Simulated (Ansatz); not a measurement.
Computed with Ansatz on PBE0-D4/def2-TZVP structures; ΔE is electronic, products minus reactants. CCSD(T)/CBS is the MP2 limit (def2-TZVPP, def2-QZVPP) plus CCSD(T) − MP2 in def2-TZVPP, frozen cores. This one scheme is used for every species. Functionals use def2-TZVPP. B3LYP here is the variant with VWN-RPA as its local correlation; programs differ in this. HSE06 is defined as in plane-wave codes. Open shells (•) are unrestricted, without spin–orbit coupling. One conformer a species, not always the lowest.

`[NH2][Al]([OH])[OH]` → `[NH2][Al][OH]`• + `[OH]`•  (homolysis of the Al–O bond)

**Question.** What is ΔE at CCSD(T)/CBS? (An estimate is asked.)

**Answer.** The calculation gave: +560.3 kJ/mol.

**Question.** What do these levels give: BLYP-D4, B3LYP-D4, HSE06-D4, BHLYP-D4, ωB97X-V, PBE, revPBE, HSE06, RPA@PBE/def2-TZVPP, CCSD(T)/def2-SVP, MP2/def2-QZVPP, SCS-MP2/def2-QZVPP? (Estimate.)

**Answer.** Ansatz gave: BLYP-D4 531.2, B3LYP-D4 534.9, HSE06-D4 528.9, BHLYP-D4 524.8, ωB97X-V 550.7, PBE 531.2, revPBE 506.3, HSE06 526.2, RPA@PBE/def2-TZVPP 510.2, CCSD(T)/def2-SVP 523.5, MP2/def2-QZVPP 581.1, SCS-MP2/def2-QZVPP 571.3 kJ/mol.

**Question.** What do rigid-rotor, harmonic-oscillator terms from PBE0-D4/def2-TZVP frequencies (298.15 K, 1 bar) make of the CCSD(T)/CBS value? (An estimate is asked.)

**Answer.** The calculation gave: ΔZPE = -16.0 kJ/mol, ΔH = +548.8 kJ/mol, ΔS = 154 J/(mol·K), ΔG = +502.8 kJ/mol. Open shells count their whole term as degenerate.

Largest T1 diagnostic among the species: 0.015.

The D4 term adds +5.2 kJ/mol with B3LYP and +2.9 kJ/mol with PBE0; it sums over pairs of atoms, weighted by their polarisabilities, and B3LYP, whose exchange is more repulsive, gets the larger term. From BLYP to BHLYP (50 % exact exchange), in def2-TZVPP and without D4, ΔE moves by −3.3 kJ/mol: exact exchange takes away binding that semilocal exchange gives to molecules.
